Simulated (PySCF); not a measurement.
## Electron correlation in Zn (zinc, neutral)

[Ar] 3d9 4s2 4p1, one real determinant (an excited configuration). Calculation: PySCF 2.14, in x2c-QZVPPall; the spin-free X2C one-electron Hamiltonian (Gaussian nucleus). Frozen: [Ar]; 12 electrons correlated.

MP2 pair energies summed by pair of shells (mhartree):

| pair | energy | share (%) |
| --- | --- | --- |
| 3d-3d | -351.62 | 78.7 |
| 3d-4s | -50.78 | 11.4 |
| 4s-4s | -19.56 | 4.4 |
| 4s-4p | -15.02 | 3.4 |
| 3d-4p | -9.68 | 2.2 |

Total MP2 correlation energy: -446.66 mhartree.

Same-spin part -156.81 and opposite-spin part -289.85 mhartree; SCS-MP2 scales them by 1/3 and 6/5 to -400.09 mhartree.

The basis was made for the ground configuration and has no added diffuse functions, which can raise the energy of the promoted electron.

The reference is one real determinant that mixes LS terms of this configuration.
